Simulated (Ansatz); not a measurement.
Consider the ligand exchange at the In–N bond: `[NH2][In]([F])[SH]` + H₂S → `[F][In]([SH])[SH]` + NH₃.

Program: Ansatz. Geometries: PBE0-D4/def2-TZVP. ΔE: electronic, gas phase. CCSD(T)/CBS is the MP2 limit (def2-TZVPP, def2-QZVPP) plus CCSD(T) − MP2 in def2-TZVPP, frozen cores. This one scheme is used for every species. Functionals use def2-TZVPP. def2 core potentials past Kr. For In outer-core shells are correlated without core-valence functions, which leaves a few kJ/mol of doubt a bond. One conformer a species, not always the lowest.

```csv
level,ΔE (kJ/mol)
r2SCAN-D4,-83.7
SCS-MP2/def2-TZVPP,-76.5
```

Question: What does CCSD(T)/CBS give? (Estimate.)

Answer: Computed: -78.2 kJ/mol. The listed levels differ from it by -5.5, 1.7 kJ/mol.

Largest T1 diagnostic among the species: 0.015.

In def2-TZVPP, CCSD(T) changes the Hartree–Fock value by +8.0 kJ/mol (the triples alone add −0.0 kJ/mol) and MP2 by +5.8 kJ/mol.
